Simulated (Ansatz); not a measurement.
Gas-phase reaction R1 → P1 + 4 P2, each structure at its B3LYP-D3(BJ)/def2-TZVP stationary point, reached from a drawn start (curvature not checked).
R1: CF4 (SMILES FC(F)(F)F), charge 0, multiplicity 1.
P1: C atom, charge 0, multiplicity 3.
P2: F atom, charge 0, multiplicity 2.

P less R. No zero-point or thermal terms; singlets are restricted closed shells; open shells are unrestricted; no spin–orbit coupling.

Cores are frozen in the correlated methods.

Programs: Ansatz (a quantum-chemistry and plane-wave program) with Gaussian orbitals. Each number belongs to the level named beside it.

Total energies in hartree:

```json
[
 {"structure": "R1", "PBE/def2-TZVPP": "-437.276180", "B3LYP/def2-TZVPP": "-437.686990", "CCSD(T)/cc-pVQZ": "-437.139388"},
 {"structure": "P1", "PBE/def2-TZVPP": "-37.795970", "B3LYP/def2-TZVPP": "-37.859478", "CCSD(T)/cc-pVQZ": "-37.786540"},
 {"structure": "P2", "PBE/def2-TZVPP": "-99.669123", "B3LYP/def2-TZVPP": "-99.770147", "CCSD(T)/cc-pVQZ": "-99.650258"}
]
```

Question: Work out the reaction energy at each level in kcal/mol (1 hartree = 627.50947 kcal/mol), and say how far PBE/def2-TZVPP lies from CCSD(T)/cc-pVQZ.

Answer: 
- PBE/def2-TZVPP: 4 × (-99.669123) + (-37.795970) − (-437.276180) = 0.803718 hartree = 504.34 kcal/mol
- B3LYP/def2-TZVPP: 4 × (-99.770147) + (-37.859478) − (-437.686990) = 0.746924 hartree = 468.70 kcal/mol
- CCSD(T)/cc-pVQZ: 4 × (-99.650258) + (-37.786540) − (-437.139388) = 0.751816 hartree = 471.77 kcal/mol
PBE/def2-TZVPP less CCSD(T)/cc-pVQZ: 32.57 kcal/mol. CCSD(T)/cc-pVQZ is the level counted from, the highest shown, and no exact or measured value.
